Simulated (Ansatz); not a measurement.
`N[Si](O)(Cl)Br` + H₂ → `N[SiH](Cl)Br` + H₂O  (hydrogenolysis of the Si–O bond)

Calculated with Ansatz (gas phase, PBE0-D4/def2-TZVP geometries, no zero-point term in ΔE). CCSD(T)/CBS adds triple-zeta CCSD(T) − MP2 to the extrapolated MP2 energy (def2 sets, frozen cores). This one scheme is used for every species. DFT in def2-TZVPP. For Br outer-core shells are correlated without core-valence functions, which leaves a few kJ/mol of doubt a bond. Scalar relativity is left out up to krypton. Each species was taken in one conformer, which may not be the lowest.

`N[Si](O)(Cl)Br`:

```xyz
8

N    -0.680   -0.485    0.914
Si    0.421    0.082   -0.242
O    -0.342    0.813   -1.477
Cl    1.674    1.346    0.761
Br    1.643   -1.468   -1.230
H    -0.371   -0.621    1.863
H    -1.374   -1.166    0.647
H    -0.970    1.498   -1.235
```

H₂:

```xyz
2

H     0.178    0.078   -0.318
H    -0.178   -0.078    0.318
```

`N[SiH](Cl)Br`:

```xyz
7

N     0.907   -0.396    0.543
Si   -0.373    0.096   -0.451
Cl   -1.829   -1.329   -0.331
Br   -1.308    2.038    0.106
H     0.722   -0.757    1.465
H     1.785    0.098    0.506
H     0.097    0.250   -1.838
```

H₂O:

Cartesian coordinates in Å:
```
O 0.333 -0.099 0.176
H -0.247 0.633 0.394
H -0.086 -0.534 -0.570
```

CCSD(T)/CBS gives +88.5 kJ/mol.

Task: Another level gave +81.3 kJ/mol. Which?
A. revPBE/def2-TZVPP
B. r2SCAN/def2-TZVPP
C. HF/def2-TZVPP
D. CAM-B3LYP/def2-TZVPP

Result: C. HF/def2-TZVPP 81.3, r2SCAN 95.0, CAM-B3LYP 87.7, revPBE 75.2 kJ/mol.

Largest T1 diagnostic among the species: 0.009.

In def2-TZVPP, CCSD(T) changes the Hartree–Fock value by +7.9 kJ/mol (the triples alone add +2.8 kJ/mol) and MP2 by +13.7 kJ/mol. The D4 term adds +8.6 kJ/mol with B3LYP and +4.5 kJ/mol with PBE0; it sums over pairs of atoms, weighted by their polarisabilities, and B3LYP, whose exchange is more repulsive, gets the larger term.

B3LYP here is the variant with VWN-RPA as its local correlation; programs differ in this.
